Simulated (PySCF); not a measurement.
Planning an EPR job on `[N-]=[C]/C=N\C=C\F` [radical].

Method: UKS B3LYP, pcH-1 on C F H N, non-relativistic, mean-field spin-orbit, GIAO (PySCF 2.14.0). Geometry: GFN2-xTB. Work: unrestricted SCF, g, hyperfine, density and orbital grids written, density fitting. The input is one job of a driver script: a line of settings, then coordinates in Å.

Command:
```bash
OMP_NUM_THREADS=1 python probes_run.py task.json out
```

Input:
```
{"job": {"kind": "epr", "basis": "pcH-1"}, "charge": -1, "multiplicity": 2}
N      1.465888     2.106873    -1.804199
C      1.450592     1.420265    -0.856779
C      1.471009     0.629318     0.264541
N      0.532519    -0.217151     0.719716
C     -0.609425    -0.372490     0.043553
C     -1.571791    -1.219509     0.478540
F     -2.753762    -1.377166    -0.223743
H      2.369070     0.686645     0.878446
H     -0.803041     0.178891    -0.886138
H     -1.542175    -1.831020     1.363536
```

Hardware: Arm Neoverse V1, one thread, shared host. PySCF's memory limit was set to 1600 MB.

Task: How large is the basis?

Result: 205 functions.

Task: Estimate the wall time.

Result: About 32 s. CPU seconds by part: SCF 14, spin–orbit mean field 1.4, g tensor 12, hyperfine 0.1.

Task: Estimate the peak memory.

Result: About 0.80 GiB. Peak memory is the resident size of the whole Python process, interpreter and libraries included.

The host was shared with other jobs, so the times are rough.

The run converged: ⟨S²⟩ 0.765; g_iso 2.0033.
